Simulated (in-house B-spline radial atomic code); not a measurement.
# Ionising Au3+ with different functionals

Computed with an all-electron radial atomic-structure program (B-spline basis): scalar-relativistic (spin-free X2C) Hamiltonian, Fermi nucleus of rms radius 5.4371 fm, spin-polarised at highest spin, spherical fractional occupations for the functionals, and exact exchange of hybrids averaged over the configuration. The ionisation energy is the difference of two self-consistent energies, [Xe] 4f14 5d8 → [Xe] 4f14 5d7, without Breit or QED terms; ε is the level of the shell that loses the electron (its least bound occupied spin orbital). There is no spin-orbit coupling in this Hamiltonian.

```tsv
method	rung	ΔSCF (eV)	-ε(5d) (eV)
PBE0	global hybrid	46.49	41.65
B3LYP	global hybrid	46.64	41.38
TPSSh	global hybrid	46.46	40.44
M06-2X	global hybrid	46.80	44.15
BHandHLYP	global hybrid	?	?
r2SCAN0	global hybrid	46.46	41.69
B97-1	global hybrid	46.54	41.36
HSE06	range-separated hybrid	46.45	41.21
wB97X	range-separated hybrid	46.30	44.13
CAM-B3LYP	range-separated hybrid	?	?
LC-wPBE	range-separated hybrid	46.40	44.52
```

Q: What does BHandHLYP give?

A: ΔSCF 46.28 eV, and -ε(5d) = 43.43 eV.

Q: What does CAM-B3LYP give?

A: ΔSCF 46.57 eV, and -ε(5d) = 43.23 eV.

Q: Among the functionals, which spreads more, the ΔSCF values or the orbital energies?

A: The orbital energies: ΔSCF values span about 0.52 eV and the orbital energies 4.09 eV; here energy differences depend much less on the functional than eigenvalues do.

Q: How do they compare with the NIST value?

A: NIST lists 45 eV ± 1.7 (tabulated theory, ground level to ground level). Errors run from +1.28 to +1.80 eV; all lie within about twice that uncertainty, so the table can't rank the methods.
